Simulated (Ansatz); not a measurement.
Cost and result up the ladder for Ge(OH)2H2 (GeO2H4) (7 atoms). Charge 0, multiplicity 1. Geometry: r2SCAN-D4/def2-TZVP.

```csv
atom,x (Å),y (Å),z (Å)
Ge1,-0.432,-0.069,-0.231
O2,0.363,-1.187,0.903
H3,1.146,-1.598,0.525
O4,-0.095,1.606,0.249
H5,0.846,1.808,0.255
H6,-1.939,-0.211,-0.056
H7,0.111,-0.350,-1.645
```

Ansatz on 4 threads of Arm Neoverse V1 on a shared host. Times are rough, and most runs start from the orbitals of an earlier one. ωB97X-V/def2-TZVP serves as the yardstick here, not as an exact answer. Differences are given only for rows in sets of like size (and for xTB, whose basis is part of the method), since another set adds its own error. Binding counts from free atoms at the same level (Ge triplet, O triplet, H doublet; other spins of the atoms weren't run), without zero-point energy or a counterpoise term.

The 6-31G sets use Cartesian d functions. LC-ωPBE has ω = 0.4 bohr⁻¹. B3LYP takes the VWN-RPA correlation. Correlated methods freeze 11 core orbitals; core or outer-core shells of Ge are correlated, in sets that lack core-valence functions.

Correlated methods converge slowly with the basis.

| level | functions | wall time |
| --- | --- | --- |
| HF/6-31G | 55 | 0.25 s |
| HF/def2-TZVP | 134 | 0.55 s |
| B3LYP-D4/6-31G | 55 | 0.65 s |
| MP2/def2-TZVP | 134 | 0.85 s |
| LC-ωPBE/def2-TZVP | 134 | 1 s |
| PBE0-D4/def2-TZVP | 134 | 1.1 s |
| PBE-D4/def2-TZVPD | 170 | 1.4 s |
| CAM-B3LYP-D4/def2-TZVP (with forces) | 134 | 1.6 s |
| PBE0-D4/def2-TZVPD | 170 | 1.7 s |
| r2SCAN-D4/def2-TZVP | 134 | 1.9 s |
| r2SCAN0-D4/def2-TZVP | 134 | 2.1 s |
| r2SCAN-D4/def2-TZVPD | 170 | 2.6 s |
| ωB97X-V/def2-TZVP | 134 | 2.8 s |
| B97M-V/def2-TZVP | 134 | 3.2 s |

(1) Estimate what each level gives for the binding energy per atom (eV).

Results:

(1) 
```csv
level,binding energy per atom (eV),difference from ωB97X-V/def2-TZVP (eV)
HF/6-31G,1.95,–
HF/def2-TZVP,2.27,-1.10
B3LYP-D4/6-31G,3.09,–
MP2/def2-TZVP,3.32,-0.06
LC-ωPBE/def2-TZVP,3.33,-0.05
PBE0-D4/def2-TZVP,3.30,-0.08
PBE-D4/def2-TZVPD,3.39,0.02
CAM-B3LYP-D4/def2-TZVP (with forces),3.36,-0.01
PBE0-D4/def2-TZVPD,3.30,-0.07
r2SCAN-D4/def2-TZVP,3.36,-0.01
r2SCAN0-D4/def2-TZVP,3.27,-0.10
r2SCAN-D4/def2-TZVPD,3.37,-0.01
ωB97X-V/def2-TZVP,3.37,0.00
B97M-V/def2-TZVP,3.37,0.00
```
